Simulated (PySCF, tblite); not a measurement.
Compound: C₆H₁₅BClN.
Structure used (GFN2-xTB), in Å, numbered top down from 1:
```
atom  x, y, z in Å
C1     2.807   -1.019   -1.112
C2     2.294   -0.474   -0.020
C3     3.005    0.596    0.750
C4     0.946   -0.877    0.512
C5    -0.153    0.084    0.039
C6    -1.539   -0.335    0.538
B7    -2.715    0.703    0.145
N8    -2.877    0.685   -1.487
Cl9   -4.383    0.078    0.662
H10    3.763   -0.718   -1.506
H11    2.295   -1.799   -1.652
H12    3.259    0.229    1.744
H13    2.364    1.467    0.874
H14    3.920    0.900    0.248
H15    0.701   -1.884    0.169
H16    0.966   -0.883    1.603
H17   -0.133    0.110   -1.055
H18    0.063    1.092    0.396
H19   -1.489   -0.430    1.624
H20   -1.756   -1.339    0.161
H21   -2.566    1.829    0.481
H22   -3.682    1.255   -1.735
H23   -3.063   -0.277   -1.760
H24   -2.038    1.028   -1.946
```

Jobs on this species (24 atoms, 80 electrons) with PySCF (density fitting) and tblite. Hardware of each: an Arm Neoverse V1 with one thread (shared host). Times come from a shared host and carry two figures at best.

```json
{"level and settings": "PBE0/pcSseg-1", "work": "shieldings, charges and field gradients", "basis functions": "235", "SCF cycles": "?", "wall time": "?"}
{"level and settings": "GFN2-xTB", "work": "L-BFGS relaxation", "basis functions": "–", "SCF cycles": "–", "wall time": "1.8 s"}
{"level and settings": "GFN2-xTB", "work": "Hessian by finite differences", "basis functions": "–", "SCF cycles": "–", "wall time": "1.2 s"}
```

Fill in the missing figures.

- PBE0/pcSseg-1; shieldings, charges and field gradients: 59 s, 13 SCF cycles

What do all jobs in the table cost together?

About 62 s; the longest takes about 95 % of that, and about 49 times as long as the shortest.
